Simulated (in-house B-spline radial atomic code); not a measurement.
Binding energies in Ga⁴⁺

NIST's tabulated ground configuration is [Ar] 3d9; each binding energy is the energy of the ion with one electron taken from that subshell, relaxed, less that of the parent. Level of theory: Dirac-Hartree-Fock, average of configuration, Fermi nucleus of rms radius 3.9973 fm; calculated with an all-electron radial atomic-structure program (B-spline basis). Energies include first-order Breit, QED and recoil terms.

```json
{"subshell": "1s", "X-ray name": "K", "binding energy (eV)": "10440.9", "-ε (eV)": "10506.6", "relaxation (eV)": "45.5"}
{"subshell": "2s", "X-ray name": "L1", "binding energy (eV)": "1378.6", "-ε (eV)": "1401.5", "relaxation (eV)": "21.2"}
{"subshell": "2p1/2", "X-ray name": "L2", "binding energy (eV)": "1217.2", "-ε (eV)": "1242.0", "relaxation (eV)": "23.2"}
{"subshell": "2p3/2", "X-ray name": "L3", "binding energy (eV)": "1190.1", "-ε (eV)": "1214.0", "relaxation (eV)": "22.8"}
{"subshell": "3s", "X-ray name": "M1", "binding energy (eV)": "232.2", "-ε (eV)": "236.7", "relaxation (eV)": "4.3"}
{"subshell": "3p1/2", "X-ray name": "M2", "binding energy (eV)": "178.7", "-ε (eV)": "183.1", "relaxation (eV)": "4.2"}
{"subshell": "3p3/2", "X-ray name": "M3", "binding energy (eV)": "175", "-ε (eV)": "179.2", "relaxation (eV)": "4.0"}
{"subshell": "3d", "X-ray name": "M4,5", "binding energy (eV)": "85.86", "-ε (eV)": "89.55", "relaxation (eV)": "3.70"}
```

Relaxation = -ε minus the binding energy without Breit, QED and recoil terms.

Emission lines follow as differences of binding energies, with λ = 12398.42 eV·Å / E:

| line | holes | energy (eV) | wavelength (Å) |
| --- | --- | --- | --- |
| K-L3 | 1s → 2p3/2 | 9250.8 | 1.3403 |
| K-L2 | 1s → 2p1/2 | 9223.7 | 1.3442 |
| K-M3 | 1s → 3p3/2 | 10265.9 | 1.2077 |
| L1-M3 | 2s → 3p3/2 | 1203.6 | 10.301 |
| L3-M1 | 2p3/2 → 3s | 957.9 | 12.943 |

Question: What screening constant σ does Moseley's law, E = (3/4)·13.6057 eV·(Z - σ)², need for K-L3?

Answer: σ = 0.89.

Question: What does it cost to remove both a 2p1/2 and a 3s electron?

Answer: 1482.7 eV, which is 33.28 eV more than the two single binding energies together.

Question: What does it cost to remove both a 2s and a 2p3/2 electron?

Answer: 2635.3 eV, which is 66.52 eV more than the two single binding energies together.

Question: What does it cost to remove both a 3s and a 3d electron?

Answer: 345.34 eV, which is 27.31 eV more than the two single binding energies together.
